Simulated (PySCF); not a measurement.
C2H6Be. Atoms are numbered in the order given.

```xyz
9

Be    -0.3016     1.6490     0.0000
H     -0.9711     2.8167     0.0000
C      0.5412     0.1884     0.0000
C     -0.3136    -1.0975     0.0000
H      1.2203     0.1775    -0.8741
H      1.2203     0.1775     0.8741
H     -0.9671    -1.1522     0.8837
H     -0.9671    -1.1522    -0.8837
H      0.3056    -2.0085     0.0000
```
Charge 0, spin multiplicity 1.

Coordinates come from a PBE-D3(BJ)/def2-TZVP optimisation.

The numbers are results of PBE-D3(BJ)/def2-TZVP run with PySCF, not measurements.

Frequencies are harmonic and unscaled.

| mode | ν (cm⁻¹) | IR (km/mol) | Raman (Å⁴/amu) | depolarisation | moving atoms (share of kinetic energy) |
|---|---|---|---|---|---|
| 1 | 189 | 1.2 | 0.1 | 0.75 | H 89 %, C 8 % |
| 2 | 189 | 2.2 | 0.2 | 0.75 | H 45 %, C 39 %, Be 16 % |
| 3 | 424 | 22.3 | 0.6 | 0.75 | H 91 % |
| 4 | 583 | 137.6 | 1.9 | 0.10 | H 60 %, Be 35 % |
| 5 | 667 | 141.0 | 0.3 | 0.75 | H 64 %, Be 21 %, C 14 % |
| 6 | 791 | 24.4 | 21.7 | 0.09 | Be 48 %, C 30 %, H 22 % |
| 7 | 904 | 15.7 | 0.6 | 0.75 | H 89 %, C 8 % |
| 8 | 932 | 17.4 | 0.4 | 0.05 | H 88 %, C 10 % |
| 9 | 992 | 23.6 | 5.1 | 0.54 | C 75 %, H 21 % |
| 10 | 1198 | 9.8 | 6.4 | 0.06 | H 57 %, C 41 % |
| 11 | 1211 | 4.3 | 0.9 | 0.75 | H 78 %, C 22 % |
| 12 | 1361 | 2.2 | 0.9 | 0.59 | H 84 %, C 16 % |
| 13 | 1382 | 7.8 | 6.3 | 0.74 | H 93 % |
| 14 | 1449 | 4.4 | 8.5 | 0.75 | H 96 % |
| 15 | 1460 | 5.7 | 9.8 | 0.75 | H 97 % |
| 16 | 2078 | 187.0 | 147.1 | 0.11 | H 87 %, Be 13 % |
| 17 | 2923 | 19.1 | 124.3 | 0.13 | H 95 % |
| 18 | 2954 | 11.3 | 101.0 | 0.75 | H 91 %, C 9 % |
| 19 | 2955 | 45.9 | 160.5 | 0.01 | H 97 % |
| 20 | 3012 | 30.3 | 85.0 | 0.73 | H 91 %, C 9 % |
| 21 | 3024 | 35.1 | 43.7 | 0.75 | H 91 %, C 9 % |
